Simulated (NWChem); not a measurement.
System: C$_{3}$H$_{2}$F$_{2}$; SMILES C(F)=C=CF

Computed with NWChem. Structure relaxed at the PBE0/def2-SVP level. Level: PBE0/def2-SVP with COSMO at NWChem's default radii, gas-phase geometry; rows give the dielectric constant.

For dielectric constant 25.0:

```
Item                                       Value
-----------------------------------------  -----
electrostatic solvation energy (kcal/mol)   -2.8
dipole in solution (D)                      1.94
```

Q: How do the values read with dielectric constant 2.4 instead?

A: 
| Item | Value |
|---|---|
| electrostatic solvation energy (kcal/mol) | -1.6 |
| dipole in solution (D) | 1.81 |
